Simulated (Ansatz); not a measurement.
Correcting a cheap level on molecular compounds of Li

The vertical ionisation energy (cation less neutral) in eV of 6 molecular compounds of Li: x at r2SCAN-D4/def2-TZVPP, y at CCSD(T)/def2-TZVPP. Shapes, held fixed at every level: PBE0-D4/def2-TZVP. Programs: Ansatz 0.2.0.

| molecule | x (eV) | y (eV) |
| --- | --- | --- |
| CH3LiS (SMILES [Li][S]C) | 7.33 | 7.33 |
| CH3LiO (SMILES [Li][O]C) | 8.01 | 8.19 |
| LiSH (SMILES [Li][SH]) | 8.10 | 8.00 |
| LiBr (SMILES [Li][Br]) | 9.48 | ? |
| LiCl (SMILES [Li][Cl]) | 10.02 | 9.82 |
| LiF (SMILES [Li][F]) | 11.48 | 11.34 |

Task: Fit y = c + s·x to the known rows and predict y for LiBr.

Result: 
1. Means of the 5 rows: x = 8.9880, y = 8.936.
2. Σ(Δx)² = 11.769, Σ(Δx·Δy) = 11.127, so the slope is 11.127/11.769 = 0.94545.
3. Intercept: 8.936 − (0.94545) × 8.9880 = 0.438. The largest residual of the fit is 0.18.
4. LiBr: 0.438 + 0.94545 × 9.48 = 9.40 eV.

CCSD(T)/def2-TZVPP gives 9.29 eV, so the prediction is off by +0.11 eV, within the largest residual. Uncorrected, r2SCAN-D4/def2-TZVPP misses LiBr by +0.19 eV, and the other rows by 0.12 on average. The line removes about 40 % of this miss. Left out in turn, the other rows are missed by 0.15 eV on average, worse than no correction. Cations run unrestricted. Relativity is left out for Br. Outer-core shells of Br, Li are correlated, in sets that cover them unevenly.
